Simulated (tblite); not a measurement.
C5H7O2S (doublet state).
Atom-mapped SMILES: `[CH2:1][S@@:2](=[O:3])/[C:4]([CH:5]=[O:6])=[CH:7]/[CH3:8]` (hydrogens: H9, H10 on C1; H11 on C5; H12 on C7; H13, H14, H15 on C8)

Geometry (GFN2-xTB, Å), atoms numbered from 1 in this order:
```
atom  x, y, z in Å
C1     2.390    0.089    1.032
S2     1.849   -0.596   -0.456
O3     1.664   -2.033   -0.253
C4     0.124    0.128   -0.392
C5     0.114    1.546   -0.692
O6     1.103    2.183   -0.955
C7    -0.878   -0.706   -0.123
C8    -2.323   -0.400    0.005
H9     2.673    1.123    1.000
H10    2.859   -0.562    1.745
H11   -0.885    2.024   -0.679
H12   -0.602   -1.747    0.027
H13   -2.674   -0.727    0.983
H14   -2.540    0.656   -0.119
H15   -2.877   -0.971   -0.741
```

Calculated harmonic vibrations of the isolated species, GFN2-xTB (tblite), most abundant isotopes, no scaling. This tight-binding method is rough: wavenumbers can miss measured ones by several per cent, in bad cases by 10 to 20. One conformer, not necessarily the lowest. Open shells enter through the occupations alone, without spin polarisation, and single modes of such species can be off by tens of per cent.

Harmonic wavenumbers (cm⁻¹): 46.4, 68.5, 120.9, 127.8, 154.5, 168.2, 226.2, 230.5, 301.6, 355.7, 384.7, 436.1, 542.7, 588.8, 647.2, 768.5, 809.1, 847.3, 926.3, 998.9, 1008.1, 1019.7, 1125.1, 1153.8, 1304.1, 1307.6, 1356.5, 1383.3, 1450.2, 1460.6, 1662.1, 1727.5, 2755.1, 2999.5, 3009.3, 3016.2, 3064.0, 3115.7, 3180.3.

A = 2137, B = 1542, C = 1019 MHz; mass 131.017 u (most abundant isotopes); point group C1, symmetry number 1; spin multiplicity 2.

Q: Zero-point energy?

A: ½Σν̃ = 22924 cm⁻¹ = 274.24 kJ/mol.

Q: Entropy at 298.15 K, 1 bar (ideal gas, RRHO, classical rotation)?

A: Translation 169.66, rotation 121.13, vibration 130.28, spin (R ln 2) 5.76: S = 426.8 J/(mol K).

Q: And Cp and H(298.15 K) − H(0)?

A: Cp = 155.47 J/(mol K), of which vibrations give 122.22 (their classical limit is 39 R = 324.3); H(298.15 K) − H(0) = 30.01 kJ/mol without the zero-point energy, 20.09 from vibrations.

Q: What must be added to the electronic energy to get the Gibbs energy at 298.15 K and 1 bar?

A: ZPE + [H(298.15 K) − H(0)] − T·S = 274.24 + 30.01 − 127.26 = 176.99 kJ/mol.

Q: Which modes carry the vibrational entropy at 298.15 K?

A: 46.4 cm⁻¹: 20.77; 68.5 cm⁻¹: 17.56; 120.9 cm⁻¹: 12.91; 127.8 cm⁻¹: 12.46; 154.5 cm⁻¹: 10.95; 168.2 cm⁻¹: 10.27 J/(mol K); the other 33 give 45.35 together.

Q: Blend soft modes into free rotors: weight 1/[1 + (100 cm⁻¹/ν̃)⁴] for the oscillator and the rest for a rotor with moment μB/(μ + B), μ = h/(8π²ν), B = 10⁻⁴⁴ kg m². What vibrational entropy results?

A: 120.52 J/(mol K) in place of 130.28, which changes −T·S at 298.15 K by +2.91 kJ/mol.

Hindered rotation and anharmonicity are outside this model. Other conformers, if any are populated, would add a mixing term that is left out. The structure is chiral; the term R ln 2 for an equal mix with its mirror image is left out.
